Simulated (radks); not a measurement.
Values are calculated unless marked as measured or tabulated.
Task: Radial electron density D(r) = 4 pi r^2 rho(r) of an atom or ion with 17 electrons. Code: a radial shooting solver on a logarithmic mesh with Libxc functionals. Model: non-relativistic Kohn-Sham, LDA (Slater exchange, Perdew-Wang correlation), spin-unpolarised, spherical densities, point nucleus.

r (bohr)  D(r) (e/bohr)
0.005566          2.166
0.00719           3.366
0.009287          5.122
0.012             7.589
0.0155            10.86
0.01986           14.75
0.02565           19.13
0.03314           23.13
0.0428            25.63
0.05529           25.66
0.07085           23.39
0.09153           20.42
0.1182            19.68
0.1527            22.68
0.1973            26.96
0.2528            27.23
0.3266            20.90
0.4218            12.00
0.5449            7.461
0.7039            8.165
0.9093            8.616
1.165             5.904
1.505             2.322
1.944            0.4809
2.511           0.04572
3.244          0.001651

What is the nuclear charge?

Result: Z = 22. The innermost maximum, from 1s, lies near 1/Z = 0.0455 bohr (found: 0.0486), and its height grows with Z. The density is that of the titanium ion Ti5+ in [Ne] 3s2 3p5; the configuration itself is not fixed sharply by these data, and Z only to about a unit. D(r) has 3 maxima, at r = 0.0486, 0.226, 0.839 bohr, and minima at 0.110, 0.581 bohr, inside which lie 2.14, 10.40 electrons.
